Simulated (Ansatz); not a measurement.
CH4FNO2Si (`NC1(F)O[SiH2]O1`), relaxed with RKS PBE-D4/def2-SVP in Ansatz 0.2.0 from a rough embedded geometry. The force threshold is 0.03 eV/Å; the program also tests the step.

The species carries charge 0 and has multiplicity 1.

Start:

```xyz
10

N     1.565   -0.484    0.875
C     0.534    0.359    0.209
F     0.960    1.643   -0.043
O    -0.775    0.225    0.920
Si   -1.494    0.123   -0.518
O     0.016   -0.333   -0.962
H     1.196   -1.389    1.018
H     2.320   -0.533    0.258
H    -1.882    1.408   -1.180
H    -2.441   -1.019   -0.577
```

Question: How much energy does the relaxation release, and in how many steps? (Estimate.)

Answer: Computed: 25.31 kcal/mol, in 7 steps.

Question: Which bonds change most? (Estimate.)

Answer: The calculation gave: O4–Si5 from 1.611 to 1.717 Å; N1–C2 from 1.489 to 1.404 Å; C2–O4 from 1.496 to 1.417 Å; Si5–O6 from 1.638 to 1.704 Å.

Question: Give the relaxed structure. (Estimate.)

Answer: Ansatz gave: 
```xyz
10

N     1.457   -0.523    0.870
C     0.565    0.329    0.200
F     1.188    1.535    0.026
O    -0.661    0.488    0.893
Si   -1.497    0.130   -0.564
O     0.099   -0.108   -1.113
H     1.077   -1.469    0.964
H     2.366   -0.551    0.398
H    -2.253    1.274   -1.165
H    -2.342   -1.106   -0.507
```
